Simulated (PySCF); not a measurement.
Computed properties of Ge(H)2(F)(NH2) (FGeH4N), SMILES [NH2][GeH2][F]

Ge(H)2(F)(NH2) (FGeH4N), SMILES [NH2][GeH2][F]. Geometry optimised at PBE0-D3(BJ)/def2-TZVP. Other conformers were not sampled. All values are computed for the isolated molecule unless a solvent is named; none is compared with measurement here.

**Structure.** The optimised structure has Cs symmetry. All 15 harmonic modes at PBE0-D3(BJ)/def2-TZVP (PySCF) are real, so it is a minimum. With heavy atoms numbered as in [GeH2:1]([NH2:2])[F:3], the shortest bond between them is Ge1–F3 at 1.752 Å and the longest Ge1–N2 at 1.812 Å.

**Vibrations.** The strongest infrared lines (harmonic, unscaled, degenerate partners summed) lie at 509 cm⁻¹ (179 km/mol, H 68 %, N 31 %), 676 cm⁻¹ (133 km/mol, F 77 %, Ge 22 %), 2204 cm⁻¹ (124 km/mol, H 98 %). The softest mode is at 225 cm⁻¹ and the zero-point energy is 27.7 kcal/mol.

**Electronic structure.** ωB97X/def2-TZVPD (PySCF) places the frontier levels at -10.62 and 1.82 eV, a gap of 12.44 eV, and gives a dipole moment of 1.70 D and a mean polarisability of 39.6 bohr³.

**Excitations.** TDDFT-PBE0/def2-SVPD (PySCF) has S1 at 6.92 eV (179 nm, f = 0.052, bright); the most intense of the 10 singlets computed lies at 9.24 eV (f = 0.15). T1 (TDA) is at 6.43 eV. No vertical singlet excitation falls in the visible range (under 3.1 eV).

**NMR.** GIAO shifts at PBE0/pcSseg-1 (PySCF) (non-relativistic, atoms alike by connectivity averaged): ¹H from 1.2 to 5.6 ppm against TMS; ¹⁹F at -187.9 ppm against CFCl3.
